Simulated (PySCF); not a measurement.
Electronic absorption of C6H5F

Compound: C₆H₅F.
Structure used (GFN2-xTB), in Å, numbered top down from 1:
```xyz
12
C6H5F angstrom
C      2.2320    0.0325   -1.1235
C      1.2071   -0.1803   -0.5444
C     -0.0344   -0.4627    0.1696
C     -1.2470   -0.3252   -0.7538
F      0.0060   -1.7823    0.6377
C     -0.1407    0.4353    1.3157
C     -0.2287    1.1483    2.2721
H      3.1246    0.2309   -1.6384
H     -1.1477   -1.0154   -1.5889
H     -2.1530   -0.5592   -0.1986
H     -1.3074    0.6922   -1.1314
H     -0.3097    1.7852    3.1021
```

Method used: TDDFT PBE0/def2-SVPD, vertical, gas phase, core orbitals frozen in the response in PySCF 2.14.0, density-fitted response routines.

What does the calculation give for the low-lying excited states?

```json
{"state": "S1", "E (eV)": "5.99", "λ (nm)": "206.8", "ν̃ (cm⁻¹)": "48350", "f": "0.0048", "|μ| (D)": "0.46", "symmetry": "A″", "main configurations (H = HOMO, L = LUMO)": "H→L (75%), H-2→L (15%)"}
{"state": "S2", "E (eV)": "6.24", "λ (nm)": "198.7", "ν̃ (cm⁻¹)": "50320", "f": "0.0019", "|μ| (D)": "0.29", "symmetry": "–", "main configurations (H = HOMO, L = LUMO)": "H-1→L (84%)"}
{"state": "S3", "E (eV)": "6.49", "λ (nm)": "191.1", "ν̃ (cm⁻¹)": "52320", "f": "0.014", "|μ| (D)": "0.75", "symmetry": "A″", "main configurations (H = HOMO, L = LUMO)": "H-2→L (58%), H→L+1 (24%)"}
{"state": "S4", "E (eV)": "6.84", "λ (nm)": "181.4", "ν̃ (cm⁻¹)": "55130", "f": "0.0097", "|μ| (D)": "0.61", "symmetry": "A″", "main configurations (H = HOMO, L = LUMO)": "H-2→L+1 (51%), H→L+1 (31%)"}
{"state": "S5", "E (eV)": "6.89", "λ (nm)": "180.0", "ν̃ (cm⁻¹)": "55550", "f": "0.0047", "|μ| (D)": "0.42", "symmetry": "A′", "main configurations (H = HOMO, L = LUMO)": "H-3→L (49%), H-1→L+1 (28%), H→L+3 (14%)"}
{"state": "S6", "E (eV)": "7.19", "λ (nm)": "172.4", "ν̃ (cm⁻¹)": "58000", "f": "0.0042", "|μ| (D)": "0.39", "symmetry": "A′", "main configurations (H = HOMO, L = LUMO)": "H-3→L+1 (51%), H→L+3 (14%), H-1→L+1 (12%)"}
{"state": "S7", "E (eV)": "7.74", "λ (nm)": "160.2", "ν̃ (cm⁻¹)": "62440", "f": "0.021", "|μ| (D)": "0.84", "symmetry": "A″", "main configurations (H = HOMO, L = LUMO)": "H→L+2 (55%), H→L+1 (20%), H-2→L+1 (11%)"}
{"state": "S8", "E (eV)": "7.92", "λ (nm)": "156.5", "ν̃ (cm⁻¹)": "63900", "f": "0.053", "|μ| (D)": "1.33", "symmetry": "A′", "main configurations (H = HOMO, L = LUMO)": "H→L+3 (38%), H-3→L (30%), H-1→L+1 (12%)"}
```

Triplets (Tamm–Dancoff): T1 5.05 eV, H→L (44%), H-2→L (25%), H→L+1 (9%); T2 5.31 eV, H-3→L (33%), H-2→L+3 (20%), H-1→L (18%); T3 5.51 eV, H-2→L (37%), H→L (33%), H-1→L+3 (14%).

The lowest singlet comes at 207 nm (578 kJ/mol) in the ultraviolet; it is very weak; its leading configuration is HOMO→LUMO (75%). The most intense listed level is S8 at 7.92 eV (156 nm, f = 0.053), 1.93 eV above S1. It is the last of those listed, so stronger ones may follow. Löwdin shares by element: HOMO carbon 93% or more; LUMO carbon 65% or more (atoms not listed hold the other 35%). Orbital energies (eV): HOMO-3 -8.97, HOMO-2 -8.52, HOMO-1 -8.50, HOMO -8.20, LUMO -0.48, LUMO+1 0.26, LUMO+2 0.81. The oscillator strengths of these states sum to 0.113; summed over the whole spectrum of an exact calculation they would give the number of electrons, 50 (Thomas–Reiche–Kuhn). Weighted by f, the mean energy of these states is 7.44 eV. Symmetry labels in Cs follow from the direction of the transition dipole and are given only for states with f of 0.002 or more. Singlets were solved by full linear response, triplets in the Tamm–Dancoff approximation.
